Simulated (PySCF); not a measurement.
Exact mass, isotope pattern and composition

Species: `FC(F)(F)Oc1ccccc1` (PhOCF3).

All values are calculated from tables of isotopes.

What are the average molar mass and the monoisotopic mass?

For C7H5F3O, with standard atomic weights, 3 × 18.998 + 7 × 12.011 + 1 × 15.999 + 5 × 1.008 = 162.110 g/mol. From the most abundant isotopes (19F, 12C, 16O, 1H), 3 × 18.998403 + 7 × 12.000000 + 1 × 15.994915 + 5 × 1.007825 = 162.0292 u.

Work out the cluster of the molecular ion M+•, one line a nominal mass.

| nominal mass | m/z (centroid) | relative intensity |
| --- | --- | --- |
| 162 | 162.0287 | 100.0 |
| 163 | 163.0321 | 7.7 |
| 164 | 164.0343 | 0.5 |

Lines under 0.1 % of the tallest are left out. One electron mass, 0.00055 u, is taken off. Abundances used (%; other tables differ somewhat): 12C 98.93, 13C 1.07; 16O 99.757, 17O 0.038, 18O 0.205; 1H 99.9885, 2H 0.0115.

What resolving power m/Δm just matches the spacing of the species with one 13C and with one 2H?

They lie 0.00292 u apart at mass 163.03, so m/Δm is about 56000.

What share of all molecules is the monoisotopic species?

1^3 × 0.9893^7 × 0.99757 × 0.999885^5 = 92.47 %.

Which m/z would the protonated, sodiated and deprotonated molecule have?

[M+H]+ 163.0365, [M+Na]+ 185.0185, [M−H]− 161.0220, for the monoisotopic species (arithmetic only; whether such ions form is another matter).

How many rings plus π bonds does the formula give with the usual valences, and does the nitrogen rule hold?

(2 × 7 + 2 + 0 − 8)/2 = 4; the structure has 1 ring and 3 π bonds. The nominal mass 162 is even, with 0 nitrogens, as the rule says.
